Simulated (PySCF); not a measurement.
C₄H₇FS₂Si.
SMILES: `F/C=C/[SiH]1SCCS1`

Level of theory: PySCF, TDDFT wB97X-D/def2-SVPD, vertical, gas phase, core orbitals frozen in the response. Geometry: GFN2-xTB, one conformer, isolated molecule.

Computed states:

| state | E (eV) | f |
| --- | --- | --- |
| S1 | 5.35 | 0.0013 |
| S2 | 5.50 | 0.0027 |
| S3 | 5.92 | 0.027 |
| S4 | 6.14 | 0.014 |
| S5 | 6.46 | 0.0056 |
| S6 | 6.84 | 0.062 |
| S7 | 6.97 | 0.0088 |
| S8 | 7.00 | 0.234 |

Each state is given a Gaussian of 0.4 eV full width at half maximum, with ε(max) = 2.175×10⁸ f / Δν̃ (Δν̃ the width in cm⁻¹). The width is an assumption, not a result. The curve ends short of the highest state used, and states not computed would add to its high-energy end.

(1) Give the broadened spectrum and its maxima.

(2) Coming from long wavelengths, where does ε first pass 100 L mol⁻¹ cm⁻¹?

(3) On this curve, what absorbance would a 10⁻⁵ mol/L sample give at 254 nm over a 1 cm path?

(4) Does any computed singlet lie in the visible range?

Answers

(1) 
| λ (nm) | ε (L mol⁻¹ cm⁻¹) |
| --- | --- |
| 193.9 | 869 |
| 195.1 | 902 |
| 196.3 | 993 |
| 197.5 | 1126 |
| 198.8 | 1305 |
| 200.0 | 1489 |
| 201.2 | 1682 |
| 202.4 | 1870 |
| 203.7 | 2053 |
| 204.9 | 2189 |
| 206.1 | 2282 |
| 207.3 | 2320 |
| 208.6 | 2295 |
| 209.8 | 2210 |
| 211.0 | 2069 |
| 212.2 | 1885 |
| 213.5 | 1654 |
| 214.7 | 1428 |
| 215.9 | 1207 |
| 217.1 | 1003 |
| 218.4 | 811 |
| 219.6 | 666 |
| 220.8 | 552 |
| 222.0 | 466 |
| 223.2 | 403 |
| 224.5 | 355 |
| 225.7 | 323 |
| 226.9 | 299 |
| 228.1 | 278 |
| 229.4 | 257 |
| 230.6 | 238 |
| 231.8 | 217 |
| 233.0 | 195 |
| 234.3 | 171 |
| 235.5 | 149 |
| 236.7 | 127 |
| 237.9 | 107 |
| 239.2 | 87 |
| 240.4 | 71 |
| 241.6 | 57 |
| 242.8 | 45 |
| 244.1 | 34 |
| 245.3 | 26 |
| 246.5 | 19 |
| 247.7 | 14 |
| 248.9 | 10 |
| 250.2 | 7 |
| 251.4 | 5 |
| 252.6 | 4 |
| 253.8 | 2 |
| 255.1 | 2 |
| 256.3 | 1 |
| 257.5 | 1 |
| 258.7 | 0 |
| 260.0 | 0 |
| 261.2 | 0 |

Maxima: 208 nm (5.98 eV), ε about 2300, made up of S3 (74%) and S4 (25%) (ε in L mol⁻¹ cm⁻¹; maxima over ε = 5, shares over 10%). At its high-energy end, 6.40 eV, the curve is still rising (ε about 870, from S4, S5 and S6).

(2) At about 238 nm (5.20 eV), 0.14 eV below S1.

(3) 254 nm is 4.881 eV, where ε is about 2.3 L mol⁻¹ cm⁻¹, so A = ε c l ≈ 2.3e-05 (Beer–Lambert, with the gas-phase spectrum and the assumed width).

(4) No computed singlet lies in the visible range (380 to 750 nm); the lowest, at 232 nm, stands 2.08 eV above its violet end (3.26 eV).
